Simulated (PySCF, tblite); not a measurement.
Isomers of [C6H9OS]+ (charge +1), one GFN2-xTB conformer each. Single-point energies are computed at PBE0/pcSseg-1 (PySCF, gas phase, no added dispersion term), electronic only.

| SMILES | GFN2-xTB relative energy (kJ/mol) |
| --- | --- |
| CC[C@H](C#[O+])C(C)=S | 0.0 |
| C=C1CO[C+]1CSC | 3.7 |

Conformers: `[CH3:1][CH2:2][C@H:3]([C:4]#[O+:5])[C:6]([CH3:7])=[S:8]` (charge +1) with C1–C2–C3–C4 -166°, C2–C3–C6–C7 -151°; `[CH2:1]=[C:2]1[CH2:3][O:4][C+:5]1[CH2:6][S:7][CH3:8]` (charge +1) with O4–C5–C6–S7 -97°, C5–C6–S7–C8 -96°.

What does PBE0/pcSseg-1 give for the same structures?

```json
{"SMILES": "CC[C@H](C#[O+])C(C)=S", "PBE0/pcSseg-1 E (Eh)": "-706.58946", "PBE0/pcSseg-1 (kJ/mol)": "0.0", "GFN2-xTB (kJ/mol)": "0.0", "point group": "C1"}
{"SMILES": "C=C1CO[C+]1CSC", "PBE0/pcSseg-1 E (Eh)": "-706.57606", "PBE0/pcSseg-1 (kJ/mol)": "35.2", "GFN2-xTB (kJ/mol)": "3.7", "point group": "C1"}
```

Both levels put the same isomer lowest. As drawn, the higher has a four-membered ring, which the lower lacks.

Which frontier levels and rotational constants go with these structures?

```
               SMILES  HOMO (eV, PBE0/pcSseg-1)  LUMO (eV)     A, B, C (MHz)
CC[C@H](C#[O+])C(C)=S                    -11.57      -7.74  1694, 1492, 1077
       C=C1CO[C+]1CSC                    -12.13      -6.75  2675, 1501, 1164
```

What happens when harmonic zero-point energies from GFN2-xTB frequencies are added?

| SMILES | ZPE (kJ/mol) | electronic (kJ/mol) | with ZPE (kJ/mol) |
| --- | --- | --- | --- |
| CC[C@H](C#[O+])C(C)=S | 349.8 | 0.0 | 0.0 |
| C=C1CO[C+]1CSC | 348.0 | 35.2 | 33.4 |

The zero-point energies span 1.8 kJ/mol. The order is unchanged.

As an exercise, what shares would exp(−E/RT) give at 2000 K from these electronic energies alone (no entropy, no degeneracies)?

RT = 16.629 kJ/mol: CC[C@H](C#[O+])C(C)=S 89.2 %, C=C1CO[C+]1CSC 10.8 %.
